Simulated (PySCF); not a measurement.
Se(NH2)(OSiH3) (H5NOSeSi), SMILES O([Se]N)[SiH3].

Geometry optimised at B3LYP-D3(BJ)/def2-SVP. The structure was generated by enumeration, and PubChem lists no compound with its InChIKey, so it may never have been made. The values are those of a single conformer.

Two levels are set side by side: PBE/def2-TZVP (PySCF) and HF/def2-TZVP (PySCF). Same geometry, gas phase. Differences are taken from unrounded values.

```tsv
quantity	HF	PBE	PBE minus HF
orbital gap (eV)	12.12	3.44	-8.69
highest occupied level (eV)	-9.46	-5.34	4.13
lowest empty level (eV)	2.66	-1.90	-4.56
dipole moment (D)	1.70	1.75	0.05
mean polarisability (bohr³)	58.6	66.1	7.5
```

PBE's occupied levels lie high since its potential decays too fast outside the molecule; exact exchange lowers them and widens the gap. PBE's more diffuse valence density responds more strongly to a field. Differences between two approximate levels are no errors against the true value.

Rough cost on one machine, each run with all the roots and properties that it gave: HF against PBE about 1/3.
